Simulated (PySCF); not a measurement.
C$_{5}$H$_{9}$NO, charge -1, doublet, at a GFN2-xTB geometry (a state made from the parent by changing its charge; the spin is typed, not shown lowest) (in this run its highest filled SCF level lies above zero, so its values depend strongly on the basis, on diffuse functions most of all); DF-HF/STO-3G in PySCF.

Here is a job for PySCF.
```python
from pyscf import gto, scf

mol = gto.Mole()
mol.atom = '''
    C     2.018992   -0.191536   -0.054440
    N     0.740083    0.431569    0.145771
    C     0.150993    1.013939   -1.031023
    C    -1.351483    1.021640   -0.757167
    C    -1.557382   -0.302166   -0.035183
    C    -0.285429   -0.442119    0.812023
    O     0.082980   -1.563523    1.345880
    H     2.831873    0.547716   -0.004420
    H     2.099908   -0.723172   -1.024026
    H     2.129662   -0.923216    0.748247
    H     0.358338    0.412161   -1.945330
    H     0.549190    2.027942   -1.215972
    H    -1.595673    1.852430   -0.090900
    H    -1.937897    1.124057   -1.677089
    H    -2.458995   -0.304528    0.588263
    H    -1.674977   -1.124738   -0.771470
'''
mol.basis = 'sto-3g'
mol.charge = -1
mol.spin = 1
mol.verbose = 4
mol.build()

mf = scf.UHF(mol)
mf = mf.density_fit(auxbasis='def2-universal-jkfit')
mf.kernel()
```

What the program printed (banner, timings and long lists left out):

```
PySCF version 2.14.0

[INPUT] verbose = 4
[INPUT] num. atoms = 16
[INPUT] num. electrons = 55
[INPUT] charge = -1
[INPUT] spin (= nelec alpha-beta = 2S) = 1
[INPUT] symmetry False subgroup None
[INPUT] Mole.unit = angstrom
[INPUT] Symbol           X                Y                Z      unit          X                Y                Z       unit  Magmom
[INPUT]  1 C      2.018992000000  -0.191536000000  -0.054440000000 AA    3.815341927688  -0.361950582995  -0.102876690221 Bohr   0.0
[INPUT]  2 N      0.740083000000   0.431569000000   0.145771000000 AA    1.398554179446   0.815547213852   0.275467266904 Bohr   0.0
[INPUT]  3 C      0.150993000000   1.013939000000  -1.031023000000 AA    0.285335416726   1.916067017015  -1.948351098127 Bohr   0.0
[INPUT]  4 C     -1.351483000000   1.021640000000  -0.757167000000 AA   -2.553932732006   1.930619797901  -1.430838260559 Bohr   0.0
[INPUT]  5 C     -1.557382000000  -0.302166000000  -0.035183000000 AA   -2.943025451327  -0.571010984155  -0.066486234241 Bohr   0.0
[INPUT]  6 C     -0.285429000000  -0.442119000000   0.812023000000 AA   -0.539382638008  -0.835483824467   1.534501076848 Bohr   0.0
[INPUT]  7 O      0.082980000000  -1.563523000000   1.345880000000 AA    0.156809473816  -2.954630259458   2.543344596530 Bohr   0.0
[INPUT]  8 H      2.831873000000   0.547716000000  -0.004420000000 AA    5.351464389550   1.035033234042  -0.008352589471 Bohr   0.0
[INPUT]  9 H      2.099908000000  -0.723172000000  -1.024026000000 AA    3.968251006783  -1.366597020954  -1.935128684434 Bohr   0.0
[INPUT] 10 H      2.129662000000  -0.923216000000   0.748247000000 AA    4.024477917893  -1.744625393816   1.413981903527 Bohr   0.0
[INPUT] 11 H      0.358338000000   0.412161000000  -1.945330000000 AA    0.677160680024   0.778871409227  -3.676140921900 Bohr   0.0
[INPUT] 12 H      0.549190000000   2.027942000000  -1.215972000000 AA    1.037818690350   3.832254976503  -2.297854055140 Bohr   0.0
[INPUT] 13 H     -1.595673000000   1.852430000000  -0.090900000000 AA   -3.015384954363   3.500585364928  -0.171776104723 Bohr   0.0
[INPUT] 14 H     -1.937897000000   1.124057000000  -1.677089000000 AA   -3.662094587616   2.124159878400  -3.169238896521 Bohr   0.0
[INPUT] 15 H     -2.458995000000  -0.304528000000   0.588263000000 AA   -4.646827091675  -0.575474517262   1.111655959215 Bohr   0.0
[INPUT] 16 H     -1.674977000000  -1.124738000000  -0.771470000000 AA   -3.165247794946  -2.125446781891  -1.457867013318 Bohr   0.0

nuclear repulsion = 313.959434161967
number of shells = 30
number of NR pGTOs = 132
number of NR cGTOs = 44
basis = sto-3g
ecp = {}

******** <class 'pyscf.df.df_jk.DFUHF'> ********
method = DFUHF
initial guess = minao
damping factor = 0
level_shift factor = 0
DIIS = <class 'pyscf.scf.diis.CDIIS'>
diis_start_cycle = 1
diis_space = 8
diis_damp = 0
SCF conv_tol = 1e-09
SCF conv_tol_grad = None
SCF max_cycles = 50
direct_scf = False
number electrons alpha = 28  beta = 27
Set gradient conv threshold to 3.16228e-05
******** <class 'pyscf.df.df.DF'> ********
auxbasis = def2-universal-jkfit
init E= -321.248660654145

cycle= 1 E= -319.449254310599  delta_E=  1.8  |g|= 0.444  |ddm|= 3.63
cycle= 2 E= -319.613277966429  delta_E= -0.164  |g|= 0.181  |ddm|= 0.931
cycle= 3 E= -319.634930273036  delta_E= -0.0217  |g|= 0.0511  |ddm|= 0.301
cycle= 4 E= -319.638987891445  delta_E= -0.00406  |g|= 0.024  |ddm|= 0.123
cycle= 5 E= -319.640386154501  delta_E= -0.0014  |g|= 0.0164  |ddm|= 0.073
cycle= 6 E= -319.641397866791  delta_E= -0.00101  |g|= 0.0113  |ddm|= 0.0723
cycle= 7 E= -319.642088025541  delta_E= -0.00069  |g|= 0.00501  |ddm|= 0.0881
cycle= 8 E= -319.642209679836  delta_E= -0.000122  |g|= 0.00163  |ddm|= 0.0432
cycle= 9 E= -319.642217710383  delta_E= -8.03e-06  |g|= 0.00071  |ddm|= 0.00822
cycle= 10 E= -319.642219257782  delta_E= -1.55e-06  |g|= 0.000266  |ddm|= 0.00372
cycle= 11 E= -319.64221945943  delta_E= -2.02e-07  |g|= 0.000134  |ddm|= 0.00123
cycle= 12 E= -319.642219516952  delta_E= -5.75e-08  |g|= 5.33e-05  |ddm|= 0.00068
cycle= 13 E= -319.642219526553  delta_E= -9.6e-09  |g|= 2.77e-05  |ddm|= 0.00033
cycle= 14 E= -319.642219529466  delta_E= -2.91e-09  |g|= 1.59e-05  |ddm|= 0.000154
cycle= 15 E= -319.642219530736  delta_E= -1.27e-09  |g|= 7.42e-06  |ddm|= 0.000119
cycle= 16 E= -319.642219531016  delta_E= -2.79e-10  |g|= 2.86e-06  |ddm|= 5.44e-05
Extra cycle  E= -319.642219531033  delta_E= -1.68e-11  |g|= 1.99e-06  |ddm|= 6.26e-06
converged SCF energy = -319.642219531033  <S^2> = 0.75701599  2S+1 = 2.0070037
```
